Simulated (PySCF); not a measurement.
# Al²⁺ (aluminium, charge +2) across methods

[Ne] 3d1, 2D determinant (an excited configuration). All numbers are calculated (PySCF 2.14, the non-relativistic Hamiltonian (point nucleus), in aug-cc-pV(Q+d)Z).

```csv
method,E (hartree),mean ε 2p α (eV),mean ε 2p β (eV),mean ε 3d α (eV),Σ⟨r²⟩ (bohr²),⟨S²⟩
r2SCAN,-240.9282,-96.425,-96.392,-12.135,15.85,0.750
BLYP,-240.9670,-94.739,-94.707,-12.278,15.35,0.750
TPSS,-240.9769,-95.141,-95.095,-12.226,15.62,0.750
LDA,-239.8849,-94.838,-94.784,-11.999,15.70,0.750
PBE,-240.8166,-94.727,-94.673,-12.293,15.53,0.750
B97-3,-240.9320,-99.782,-99.766,-12.853,15.83,0.750
UHF,-240.51090,-112.37,-112.34,-13.907,16.72,0.750
PBE0,-240.8365,-99.430,-99.379,-12.776,15.76,0.750
revPBE,-240.9127,-94.663,-94.617,-12.365,15.55,0.750
```

The outer electron is Rydberg-like, and this basis confines it to a smaller radius and binds it less than a complete one would.
